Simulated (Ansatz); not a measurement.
`OB(O)[Te]C(F)(F)F`. Charge 0, multiplicity 1. Te: def2 effective core potential. The structure was optimised at the PBE0-D4/def2-TZVP level. It is one conformer, not always the lowest.

```xyz
10

O    -1.086   -2.175    0.892
B    -0.657   -0.985    0.397
O    -1.419    0.030   -0.071
Te    1.513   -0.757    0.387
C     1.495    1.241   -0.473
F     0.857    2.128    0.288
F     0.941    1.281   -1.684
F     2.763    1.653   -0.596
H    -2.038   -2.308    0.910
H    -2.370   -0.107   -0.051
```

What is the dipole moment at r2SCAN/def2-TZVPP? (Best estimate.)

Ansatz gave: 4.40 D, with components (-3.97, -1.81, 0.62) D in this frame, pointing from negative to positive charge.

And with PBE, B3LYP, ωB97M-V? (Estimate.)

Computed: PBE 4.24 D, B3LYP 4.48 D, ωB97M-V 4.66 D.

Give the Mulliken charges with r2SCAN, PBE, B3LYP in def2-TZVPP. (Best estimate.)

The calculation gave: 
```tsv
atom	r2SCAN	PBE	B3LYP
O1	-0.30	-0.23	-0.27
B2	0.22	0.12	0.19
O3	-0.28	-0.21	-0.24
Te4	0.06	0.04	0.07
C5	0.41	0.30	0.41
F6	-0.16	-0.12	-0.16
F7	-0.16	-0.12	-0.16
F8	-0.17	-0.13	-0.17
H9	0.19	0.18	0.18
H10	0.18	0.17	0.17
```

B3LYP here is the variant with VWN-RPA as its local correlation; programs differ in this.
